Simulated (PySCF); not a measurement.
# MBi cations for M along group 14

CCSD(T) with double-zeta basis sets in PySCF, for the lowest determinant that a PBE0 search found; no spin–orbit coupling. De refers to high-spin ground-configuration atoms (the charge goes to the atom of lower measured ionisation energy or higher electron affinity, which is not always the lowest computed limit).

```tsv
M	basis	reference, frozen orbitals	charged atom	state (unpaired electrons)	Re (Å)	ωe (cm⁻¹)	De (eV)
C	def2-SVP	ROHF, 5	Bi+	triplet (σ ↑, π ↑)	2.085	639	n/a
Si	def2-SVP	UHF, 9	Bi+	triplet (π ↑↑)	2.647	305	n/a
Ge	cc-pVDZ-PP	UHF, 8	Bi+	triplet (π ↑↑)	2.715	199	n/a
Sn	def2-SVP	UHF, 8	Bi+	triplet (π ↑↑)	2.916	155	n/a
Pb	cc-pVDZ-PP	UHF, 8	Bi+	triplet (π ↑↑)	2.994	126	n/a
```

The shortest bond is that of BiC⁺ (2.085 Å), the longest that of BiPb⁺ (2.994 Å).

The rows differ in basis set, which adds steps of its own.

The state changes along the series, so neighbouring rows are not always alike in their bonding.

Correlated steps freeze the inner cores (5 to 9 orbitals); shallow outer-core shells are correlated. UHF and ROHF references stand side by side, which adds small steps between rows. Spin–orbit coupling is left out, which matters for elements this heavy, above all for dissociation energies. The CCSD T1 diagnostic is raised in BiC⁺, a sign that a single reference may not be enough there. States were picked by a PBE0 search and need not be the measured ground states.
